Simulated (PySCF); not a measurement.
# An isoelectronic set: 40 electrons

PBE0 in PySCF with def2-TZVPPD on every atom, for the lowest determinant that a PBE0 search found; no spin–orbit coupling. All have 40 electrons, 10 of them in the valence shells, and the same state, a singlet (closed shell). For ions De leads to the atom and ion picked by measured ionisation energies and electron affinities.

```json
{"species": "ZnF⁻", "difference of nuclear charges": "21", "Re (Å)": "1.937", "ωe (cm⁻¹)": "398", "k (mdyn/Å)": "1.36", "De (eV)": "1.56", "dissociates to": "Zn + F⁻"}
{"species": "GaO⁻", "difference of nuclear charges": "23", "Re (Å)": "1.712", "ωe (cm⁻¹)": "821", "k (mdyn/Å)": "5.15", "De (eV)": "5.22", "dissociates to": "Ga + O⁻"}
{"species": "GeN⁻", "difference of nuclear charges": "25", "Re (Å)": "1.668", "ωe (cm⁻¹)": "1013", "k (mdyn/Å)": "7.12", "De (eV)": "n/a", "dissociates to": "Ge⁻ + N"}
{"species": "GeO", "difference of nuclear charges": "24", "Re (Å)": "1.623", "ωe (cm⁻¹)": "1026", "k (mdyn/Å)": "8.15", "De (eV)": "6.62", "dissociates to": "Ge + O"}
{"species": "AsN", "difference of nuclear charges": "26", "Re (Å)": "1.603", "ωe (cm⁻¹)": "1168", "k (mdyn/Å)": "9.48", "De (eV)": "4.62", "dissociates to": "As + N"}
{"species": "BBr", "difference of nuclear charges": "30", "Re (Å)": "1.894", "ωe (cm⁻¹)": "685", "k (mdyn/Å)": "2.67", "De (eV)": "4.58", "dissociates to": "B + Br"}
{"species": "GeF⁺", "difference of nuclear charges": "23", "Re (Å)": "1.677", "ωe (cm⁻¹)": "809", "k (mdyn/Å)": "5.82", "De (eV)": "5.67", "dissociates to": "Ge⁺ + F"}
{"species": "AsO⁺", "difference of nuclear charges": "25", "Re (Å)": "1.558", "ωe (cm⁻¹)": "1185", "k (mdyn/Å)": "10.9", "De (eV)": "6.29", "dissociates to": "As⁺ + O"}
```

Task: Which member of the whole set has the stiffest bond, and how does it compare with the softest?

Result: AsO⁺ with k = 10.9 mdyn/Å, 8.0 times that of ZnF⁻.

For an ion De counts to the pair picked by the measured ionisation energies or electron affinities, which need not be the lowest pair at this level. The highest Kohn–Sham level is positive in some of these anions. Much of that is self-interaction error, but it also means that the finite basis helps to hold the extra electron.
